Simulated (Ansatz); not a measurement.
Bond stretch in BeH (cation, charge +1), singlet.

Level of theory: Ansatz (a program for electronic structure) with restricted PBE/cc-pVTZ.

The batch members p0 to p7 hold the bond at 1.07, 1.13, 1.21, 1.24, 1.29, 1.33, 1.38, 1.41 Å.

Ansatz input:

Ansatz 0.2 input:
```yaml
# input.yaml
basis:
  gaussian: { orbitals: cc-pvtz }
hamiltonian:
  xc: pbe
batch:
  members: [p0.yaml, p1.yaml, p2.yaml, p3.yaml, p4.yaml, p5.yaml, p6.yaml, p7.yaml]

# p4.yaml, one of the 8 members of this batch
crystal:
  periodic: [false, false, false]
  atoms:
    - { symbol: Be, position_ang: [0.0, 0.0, 0.0] }
    - { symbol: H, position_ang: [0.0, 0.0, 1.29] }
total_charge: 1
magnetization:
  spin_polarized: false
```

Lines of the output on each member:

```
Member 1: Total energy: -405.21869949 eV, -14.8915125392 hartree
Member 0: Total energy: -404.85990532 eV, -14.8783270968 hartree
Member 2: Total energy: -405.50174072 eV, -14.9019141126 hartree
Member 3: Total energy: -405.56269283 eV, -14.9041540613 hartree
Member 5: Total energy: -405.63416326 eV, -14.9067805511 hartree
Member 4: Total energy: -405.62073029 eV, -14.9062868987 hartree
Member 6: Total energy: -405.61734093 eV, -14.9061623417 hartree
Member 7: Total energy: -405.59226543 eV, -14.9052408341 hartree
```

The restricted form behind RKS-PBE keeps the bonding electrons paired and can't separate into open-shell fragments.
